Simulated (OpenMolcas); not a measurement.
Computed levels of 4d⁶ in ions with 42 electrons, in cm-1 above ⁵D₄.

```
Program             : OpenMolcas
Method              : SS-CASPT2, IPEA 0.25 Eh, imaginary shift 0.1 Eh
Basis               : ANO-RCC-VTZP
Scalar Hamiltonian  : DKH2, point nucleus
Spin-orbit coupling : state interaction with AMFI integrals over the reference wave functions, term energies averaged over their components
```

Active space for each ion: 6 electrons in 10 orbitals (4d 5d); closed shells correlated by CASPT2: 4s 4p.

```csv
Level,Rh3+,Ag5+
⁵D₃,1509,2520
⁵D₂,2350,3750
⁵D₁,2920,4670
⁵D₀,3180,5080
³P₂(1),18070,21850
³H₆,18460,22760
³H₅,18700,23020
³F₃(1),20510,25480
³F₂(1),21190,26440
```

Q: Estimate ⁵D₀, ³P₂(1), ³H₆ for Pd4+ from its neighbours Rh3+ and Ag5+.

A: ⁵D₀ is fine structure, which grows about as the fourth power of a screened charge, so the fourth roots are averaged: ((3180^0.25 + 5080^0.25) / 2)^4 = 4047. The calculation gives 4120, so the estimate is off by -1.8 %.
³P₂(1) is another term, which grows about linearly with the charge: (18070 + 21850) / 2 = 19960. The calculation gives 19740, so the estimate is off by +1.1 %.
³H₆ is another term, which grows about linearly with the charge: (18460 + 22760) / 2 = 20610. The calculation gives 20350, so the estimate is off by +1.3 %.

Mixed levels, with the weight of the term that names them: Ag5+ ³H₅ (73 %), Ag5+ ³F₃(1) (75 %).

CASPT2 breaks the degeneracy within a term, and the mean is taken; among the terms shown or strongly mixed into the levels shown the widest spread is 130 cm-1 (4d⁶ ³F(1), Rh3+). Active for correlation alone: 5d; no level in the range computed is led by a configuration that fills it, so any true level of that kind is missing. Only configurations of the active space appear.

A number in round brackets counts repeated terms of one configuration in the order of the reference energies.
